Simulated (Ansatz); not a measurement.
Cost and result up the ladder for `[H]/C=C/c1ccc(/C=C/c2ccccc2)cc1` (30 atoms). Total charge 0; singlet. Geometry: PBE-D4/def2-SVP.

```xyz
30

H    -4.365   -1.683    5.599
C    -3.756   -1.116    4.879
C    -3.123   -1.744    3.863
C    -2.277   -1.138    2.827
C    -1.687   -1.967    1.841
C    -0.873   -1.447    0.836
C    -0.603   -0.058    0.761
C     0.244    0.549   -0.262
C     0.915   -0.095   -1.257
C     1.767    0.510   -2.280
C     2.421   -0.332   -3.213
C     3.254    0.192   -4.209
C     3.456    1.578   -4.300
C     2.814    2.431   -3.385
C     1.982    1.908   -2.390
C    -1.197    0.771    1.747
C    -2.011    0.250    2.752
H    -3.693   -0.027    5.036
H    -3.238   -2.839    3.778
H    -1.880   -3.052    1.875
H    -0.439   -2.131    0.092
H     0.333    1.646   -0.190
H     0.833   -1.193   -1.322
H     2.266   -1.421   -3.146
H     3.750   -0.487   -4.920
H     4.110    1.994   -5.081
H     2.964    3.520   -3.450
H     1.488    2.594   -1.687
H    -1.006    1.856    1.713
H    -2.449    0.932    3.495
```

Ansatz on 2 threads of AMD EPYC 7R13 on a shared host and a share (18 GiB) of an NVIDIA H100 80GB HBM3. Times are rough, and most runs start from the orbitals of an earlier one. PBE0-D4/def2-TZVP serves as the yardstick here, not as an exact answer. Differences are given only for rows in sets of like size (and for xTB, whose basis is part of the method), since another set adds its own error. Binding counts from free atoms at the same level (H doublet, C triplet; other spins of the atoms weren't run), without zero-point energy or a counterpoise term.

Correlated methods freeze 16 core orbitals. The rows differ in basis, and correlated rows in double-zeta sets carry the largest basis error. Single mean-field runs in def2-TZVP are fitted with def2-universal-jkfit.

Run but left out: HF/def2-TZVP (restricted singlet, unstable towards broken spin symmetry); HF/STO-3G (restricted singlet, unstable in another Hartree–Fock run and untested here).

Correlated methods converge slowly with the basis, most of all in double-zeta sets.

| level | functions | wall time | binding energy per atom (eV) | difference from PBE0-D4/def2-TZVP (eV) | remarks |
| --- | --- | --- | --- | --- | --- |
| PBE-D4/def2-TZVP | 580 | 4.7 s | 5.27 | 0.11 | – |
| PBE0-D4/def2-SVP | 294 | 5.5 s | 5.25 | – | – |
| BLYP-D4/def2-TZVP | 580 | 6 s | 5.10 | -0.07 | – |
| MP2/def2-TZVP | 580 | 6 s | 5.05 | -0.11 | restricted SCF unstable |
| PBE-D4/def2-SVP | 294 | 6 s | 5.35 | – | – |
| PBE0-D4/def2-TZVP | 580 | 7 s | 5.17 | 0.00 | – |
| r2SCAN-D4/def2-TZVP (with forces) | 580 | 8 s | 5.12 | -0.05 | – |
| CCSD(T)/def2-SVP | 294 | 21 s | 4.91 | – | restricted SCF unstable |
